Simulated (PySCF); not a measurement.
Computed shifts of a molecule C₂H₈N₂Si₂, PySCF with PBE/pcSseg-1, GIAO, gas phase, equivalent atoms averaged, in ppm (number of nuclei): ¹³C: 217.8 (1), 39.4 (1). ¹⁵N: 549.4 (1), 41.5 (1). ²⁹Si: -27.6 (1), -32.8 (1). ¹H: 6.35 (1), 5.80 (1), 5.43 (1), 2.70 (3), 2.00 (1), 1.37 (1). References: ¹³C against TMS (σ = 182.0 ppm); ¹⁵N against NH3 (σ = 267.0 ppm); ²⁹Si against TMS (σ = 335.4 ppm); ¹H against TMS (σ = 31.49 ppm), references at their B3LYP-D3(BJ)/def2-TZVP geometries, non-relativistic. The structure is a stationary point at TPSSh-D3(BJ)/def2-SVP. The values are those of a single conformer.

### Question
Which structure fits?
(A) C1=N[SiH2]CN[SiH2]1
(B) N#CC[Si@H](N)[SiH3]
(C) C[Si@@H]1N=C[SiH2]N1
(D) CC1=N[Si@@H](N)[SiH2]1

### Answer
D, CC1=N[Si@@H](N)[SiH2]1
